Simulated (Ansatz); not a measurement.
Isolated molecules relaxed with PBE0-D4/def2-TZVP in Ansatz; ΔE leaves out vibrations. CCSD(T)/CBS adds triple-zeta CCSD(T) − MP2 to the extrapolated MP2 energy (def2 sets, frozen cores). This one scheme is used for every species. Functionals use def2-TZVPP. B3LYP here is the variant with VWN-RPA as its local correlation; programs differ in this. No spin–orbit coupling; open shells (•) take unrestricted orbitals. For As outer-core shells are correlated without core-valence functions, which leaves a few kJ/mol of doubt a bond. Scalar relativity is left out up to krypton. One conformer a species, not always the lowest.

Consider the homolysis of the As–Si bond: `CO[AsH][SiH3]` → `CO[AsH]`• + `[SiH3]`•.

```tsv
level	ΔE (kJ/mol)	difference from CCSD(T)/CBS
LDA (SPW92)	291.1	26.7
revPBE-D4	243.2	-21.2
BLYP-D4	239.4	-25.0
B97M-V	253.0	-11.4
r2SCANh-D4	241.5	-22.9
r2SCAN0-D4	241.1	-23.3
BHLYP-D4	245.5	-18.9
r2SCAN	239.5	-24.9
PBE0	245.1	-19.3
B3LYP	231.8	-32.6
r2SCANh	239.1	-25.3
r2SCAN0	238.4	-26.0
CAM-B3LYP	237.1	-27.3
RPA@PBE/def2-TZVPP	240.7	-23.7
SCS-MP2/def2-TZVPP	259.4	-5.0
SCS-MP2/def2-QZVPP	266.0	1.6
CCSD(T)/CBS	264.4	0
```

Largest T1 diagnostic among the species: 0.016.

At CCSD(T), def2-SVP lies −30.3 kJ/mol from the extrapolated value and def2-TZVPP −11.2 kJ/mol: correlation converges slowly with the basis, and small sets miss more of it in the bonded molecule than in its fragments. In def2-TZVPP, CCSD(T) changes the Hartree–Fock value by +90.4 kJ/mol (the triples alone add +7.4 kJ/mol) and MP2 by +98.9 kJ/mol; breaking electron pairs costs correlation energy, which Hartree–Fock lacks. The D4 term adds +13.4 kJ/mol with B3LYP and +7.4 kJ/mol with PBE0; it sums over pairs of atoms, weighted by their polarisabilities, and B3LYP, whose exchange is more repulsive, gets the larger term.
